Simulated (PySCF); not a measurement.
CCl2F, multiplicity 2. Atoms are numbered in the order given.

```xyz
4

F     -0.0865     1.6085     0.0000
C      0.3247     0.3499     0.0000
Cl    -0.0344    -0.4875     1.4773
Cl    -0.0344    -0.4875    -1.4773
```
Charge 0, spin multiplicity 2.

Coordinates come from a TPSSh-D3(BJ)/def2-SVP optimisation. The isomer is the one that the SMILES or the coordinates give; other isomers of the formula were not compared.

These are TDA-LC-ωPBE/def2-SVPD (PySCF) values and carry that method's errors.

Vertical excitations. Gas-phase values at a fixed geometry.

Computed UV-visible absorptions:
| state | energy (eV) | λ (nm) | f | main pairs |
|---|---|---|---|---|
| root 1 | 4.98 | 249 | 0.003 | α HOMO→LUMO 85 % |
| root 2 | 5.66 | 219 | 0.001 | β HOMO→LUMO 93 % |
| root 3 | 5.99 | 207 | 0.011 | α HOMO→LUMO+1 7 %, α HOMO→LUMO+5 5 %, β HOMO−1→LUMO 76 % |
| root 4 | 6.42 | 193 | 0.061 | α HOMO→LUMO+1 31 %, α HOMO→LUMO+5 22 %, α HOMO→LUMO+9 13 %, α HOMO−2→LUMO 8 %, β HOMO−1→LUMO 16 % |
| root 5 | 6.56 | 189 | 0.001 | β HOMO−2→LUMO 91 % |
| root 6 | 6.96 | 178 | 0.023 | β HOMO−3→LUMO 86 % |
| root 7 | 7.04 | 176 | 0.003 | α HOMO−1→LUMO 50 %, β HOMO→LUMO+1 23 % |
| root 8 | 7.31 | 170 | 0.005 | α HOMO→LUMO+2 67 %, α HOMO→LUMO+7 15 % |
| root 9 | 7.38 | 168 | 0.011 | β HOMO−4→LUMO 73 % |
| root 10 | 7.66 | 162 | 0.000 | α HOMO−2→LUMO 26 %, β HOMO−1→LUMO+1 23 %, β HOMO−4→LUMO 20 % |
Unrestricted roots are not spin-pure.
